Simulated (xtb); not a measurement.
GeH7NSi, SMILES [NH]([SiH3])[GeH3]. All values are semi-empirical tight-binding results from xtb (GFN2-xTB unless named), good for trends rather than for accurate numbers. Coordinates come from a GFN2-xTB optimisation. This is a generated structure with no PubChem entry under its InChIKey; it may be hypothetical.

Optimised geometry:

Bonded distances (Å): Si1–N2 1.735, Si1–H4 1.463, Si1–H5 1.471, Si1–H6 1.462, N2–Ge3 1.813, N2–H7 1.008, Ge3–H8 1.497, Ge3–H9 1.505, Ge3–H10 1.492. Angles (°): N2–Si1–H4 104.9, N2–Si1–H5 112.9, N2–Si1–H6 106.3, H4–Si1–H5 110.2, H4–Si1–H6 113.1, H5–Si1–H6 109.4, Si1–N2–Ge3 125.9, Si1–N2–H7 114.6, Ge3–N2–H7 114.4, N2–Ge3–H8 106.9, N2–Ge3–H9 112.6, N2–Ge3–H10 107.3, H8–Ge3–H9 109.5, H8–Ge3–H10 111.5, H9–Ge3–H10 109.0.
Charge 0, spin multiplicity 1.

For metal compounds this method's bond lengths and energies can be far off.

```json
{
 "orbital_gap": "5.34 eV",
 "zero_point_energy": "37.9 kcal/mol",
 "G − E(el) at 298.15 K (modified RRHO)": "18.7 kcal/mol"
}
```

Computed atomic charges and the Wiberg bond orders between heavy atoms:
charges (e) Si1 0.49, N2 -0.40, Ge3 0.15, H4 -0.11, H5 -0.10, H6 -0.09, H7 0.15, H8 -0.03, H9 -0.04, H10 -0.03. Bond orders Si1–N2 1.04, N2–Ge3 1.09.
